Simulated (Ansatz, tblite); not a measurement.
Removing and adding an electron: the cluster Li4H4. Charge 0, multiplicity 1. Geometry: r2SCAN-D4/def2-TZVP. Ansatz, gas phase; energy differences of separate SCF runs; the oxidised species was run as a doublet alone; the reduced species was run as a doublet alone.

Cartesian coordinates in Å:
```
Li -0.526 0.964 -1.070
Li 0.225 -1.383 -0.624
Li -1.025 -0.112 1.135
Li 1.326 0.531 0.559
H -0.240 1.476 0.666
H 1.094 0.120 -1.212
H -1.415 -0.566 -0.596
H 0.561 -1.029 1.142
```

The xTB rows come from tblite. Correlated methods freeze no core orbitals; core or outer-core shells of Li are correlated, in sets that lack core-valence functions. HOMO above LUMO, or a gap near zero within one spin, warns that the state may not be the lowest or that an electron is smeared out. The structure comes from a short search, and lower isomers may exist.

(1) Estimate orbital energies and vertical ionisation energies and electron affinities at: GFN1-xTB; GFN2-xTB; HF/def2-TZVPD; HF/def2-TZVPP; PBE-D4/def2-TZVP; PBE-D4/def2-TZVPD; r2SCAN-D4/def2-TZVP; r2SCAN-D4/def2-TZVPD; PBE0-D4/def2-TZVP; PBE0-D4/def2-TZVPD; MP2/def2-TZVPD; MP2/def2-TZVPP; CCSD/def2-TZVPD; CCSD/def2-TZVPP; CCSD(T)/def2-TZVPD; CCSD(T)/def2-TZVPP.

Results:

(1) 
| level | −HOMO (eV) | vertical IE (eV) | −LUMO (eV) | vertical EA (eV) | HOMO–LUMO gap (eV) | IE − EA (eV) | remarks |
| --- | --- | --- | --- | --- | --- | --- | --- |
| GFN1-xTB | 12.48 | 14.94 | 6.40 | 4.27 | 6.08 | 10.67 | – |
| GFN2-xTB | 9.93 | 12.57 | 3.63 | 1.17 | 6.30 | 11.40 | – |
| HF/def2-TZVPD | – | – | – | -0.59 | – | – | HOMO above zero (-1 doublet) |
| HF/def2-TZVPP | – | 8.02 | – | – | – | – | – |
| PBE-D4/def2-TZVP | 5.31 | 8.16 | 0.80 | – | 4.51 | – | gap within one spin near zero (+1 doublet) |
| PBE-D4/def2-TZVPD | 5.24 | – | 0.88 | 0.01 | 4.36 | – | HOMO above zero (-1 doublet) |
| r2SCAN-D4/def2-TZVP | 5.53 | 8.24 | 0.09 | – | 5.43 | – | – |
| r2SCAN-D4/def2-TZVPD | 5.43 | – | 0.22 | -0.21 | 5.21 | – | HOMO above zero (-1 doublet) |
| PBE0-D4/def2-TZVP | 6.46 | 8.49 | 0.26 | – | 6.19 | – | – |
| PBE0-D4/def2-TZVPD | 6.38 | – | 0.40 | -0.10 | 5.98 | – | HOMO above zero (-1 doublet) |
| MP2/def2-TZVPD | – | – | – | -0.46 | – | – | HOMO above zero (-1 doublet) |
| MP2/def2-TZVPP | – | 8.77 | – | – | – | – | – |
| CCSD/def2-TZVPD | – | – | – | -0.41 | – | – | HOMO above zero (-1 doublet) |
| CCSD/def2-TZVPP | – | 8.85 | – | – | – | – | – |
| CCSD(T)/def2-TZVPD | – | – | – | -0.38 | – | – | HOMO above zero (-1 doublet) |
| CCSD(T)/def2-TZVPP | – | 8.84 | – | – | – | – | – |

   A HOMO above zero means that the electron is unbound at that level or that self-interaction error raises the level; the energy of removing that electron tells which. Raw xTB energy differences between charge states are shifted by several eV; the methods need an empirical correction for them. A negative affinity means that the extra electron isn't bound; its size then hangs on the basis.
